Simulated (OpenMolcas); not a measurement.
# Eu3+: moving the ligands

Eu3+ with its 6 nearest chloride ions at 2.676 Å, on the Y site of Cs2NaYCl6 (a = 10.7396 Å, distance in the model lattice 2.619 Å). The rest of the host is ab initio model potentials to 7.6 Å, with orthogonalisation functions on the cations behind the ligands, and point charges beyond; the distance is set by hand and nothing relaxes. Ligand basis ANO-RCC-VDZP.
```
Eu    0.0000    0.0000    0.0000
Cl    2.6760    0.0000    0.0000
Cl    0.0000    2.6760    0.0000
Cl   -2.6760    0.0000    0.0000
Cl    0.0000   -2.6760    0.0000
Cl    0.0000    0.0000    2.6760
Cl    0.0000    0.0000   -2.6760
```

```json
{
 "Program": "OpenMolcas 26.06",
 "Method": "CASSCF",
 "Basis": "ANO-RCC-VDZP [7s6p4d2f1g]",
 "Scalar Hamiltonian": "DKH2, point nucleus",
 "Active space": "6 electrons in 7 orbitals (4f)",
 "State averaging": "2S+1 = 7 even, 7 roots; 2S+1 = 5 even, 77 roots kept (CI in the orbitals of an earlier block); 2S+1 = 3 even, 3 roots kept (CI in the orbitals of an earlier block)",
 "Spin-orbit coupling": "RASSI with atomic mean-field integrals over the reference wave functions"
}
```

Runs around this geometry, states (labels of O, the rotations of Oh). Energies in cm-1 above the lowest state or level, χT in cm3 K/mol; under a threefold ground state the first gap can be a small split of the lowest multiplet, not the spin-orbit step.

```
R (Å)  Ground state  First state of that spin  First gap with spin-orbit (degeneracies)  χT at 300 K
2.619           7T1                 7A2 319.3                              366.5 (1, 3)        1.327
2.676           7T1                 7A2 260.7                              367.7 (1, 3)        1.321
2.707           7T1                 7A2 232.7                              368.2 (1, 3)        1.318
```

High states are left out of the spin-orbit mixing, which shifts the levels that they would mix with. Without dynamic correlation the ligand-field splitting of an f shell can come out too small, at times by half. No measured value stands beside these numbers; the geometry was set by hand and not optimised.
